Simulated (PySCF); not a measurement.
**A small calculation by hand: dipole moment from atomic charges**

AlOCl, SMILES [Cl][Al]=[O]. Atoms are numbered in the order given.

```xyz
3

Al     0.0000     0.0000    -0.5886
O      0.0000     0.0000    -2.1853
Cl     0.0000     0.0000     1.4785
```

The structure is a stationary point at B3LYP-D3(BJ)/def2-TZVP.

Charges (e) from PySCF with M06-2X/def2-TZVPD:

```
atom     IAO  ESP fit
----  ------  -------
Al1    1.169    0.944
O2    -0.856   -0.772
Cl3   -0.313   -0.172
```

The dipole moment of the full density is 4.29 D.

Q: What dipole moment does each set of point charges give, and which comes closer to that of the density?

A: 
μ = Σ q r, and 1 e Å = 4.8032 D.
IAO: Σ q r = (0.000, 0.000, 0.720) e Å, |μ| = 3.46 D.
ESP fit: Σ q r = (0.000, 0.000, 0.877) e Å, |μ| = 4.21 D.
ESP fit comes closer in size. Point charges leave out the atoms' own dipoles (lone pairs, polarised bonds); fits to the potential absorb them, partitions of the density don't.
